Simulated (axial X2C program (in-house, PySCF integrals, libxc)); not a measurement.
## WCl⁺: cheaper levels and CCSD(T), with spin–orbit coupling

Calculated with an in-house relativistic program for diatomic molecules. Two-component (2c) means X2C with spin–orbit coupling and atomic mean-field two-electron Coulomb and Gaunt terms. Basis: W dyall-cv3z [13s14p9d7f4g], Cl dyall-av3z [9s8p3d2f] (cores contracted in-house); Gaussian nuclei, density fitting, unrestricted open shells. Masses: W 183.951 u, Cl 34.969 u.

State: Ω = 1 (⟨Sz⟩ = 1.97, ⟨Lz⟩ = -0.97 at HF); fragments W+ + Cl.

| level | Re (Å) | ωe (cm⁻¹) |
| --- | --- | --- |
| PBE0 | 2.150 | 476.7 |
| HF | 2.204 | 447.1 |
| MP2 | 2.162 | 475.1 |
| CCSD | 2.173 | 465.8 |
| TPSSh | 2.156 | 469.8 |

Correlated methods: 12 electrons correlated (number of frozen shells: W 5 s, 4 p, 2 d, 1 f; Cl 2 s, 1 p), 314 virtual spin orbitals or spinors in MP2, 90 natural virtuals in coupled cluster.

CCSD(T), same Hamiltonian and basis:

Re = 2.174 Å, ωe = 464.7 cm⁻¹; T1 = 0.023 (Lee–Taylor normalisation).

**Question.** Give the differences from CCSD(T) in the columns below.

**Answer.** 

| level | ΔRe (Å) | Δωe (cm⁻¹) |
| --- | --- | --- |
| PBE0 | -0.024 | 12 |
| HF | 0.030 | -18 |
| MP2 | -0.012 | 10 |
| CCSD | -0.001 | 1 |
| TPSSh | -0.018 | 5 |

One determinant describes the state; a PBE0 search over occupations chose it and may have missed a lower one. De is not given where an atomic determinant may have missed its ground term or J level, or where the truncated virtual space spoils (T). Density functionals use the spin component along the axis (collinear). Coupled cluster ran in a truncated set of natural virtual spinors; the MP2 energy of the rest was added. (T) has no such correction and the atoms are truncated less, which lowers De at CCSD(T) by a hundredth of an eV or more. The functionals have no current-density term, which raises determinants with orbital currents, atoms included. With several unpaired electrons one determinant need not be a pure state. Open-shell Ω = 0 determinants with evenly filled partner blocks cannot be reached by this program, so the Ω shown need not be the lowest component. Some points did not converge and are left out. The determinant is spin-polarised beyond a pure state at some levels (its spin-free form has ⟨S²⟩ too high), which makes Re and μ there less reliable. The stretched end of a curve changes character and is left out. With the outer-core shells frozen, correlated bond lengths of heavy atoms tend to come out a few hundredths of an ångström too long.
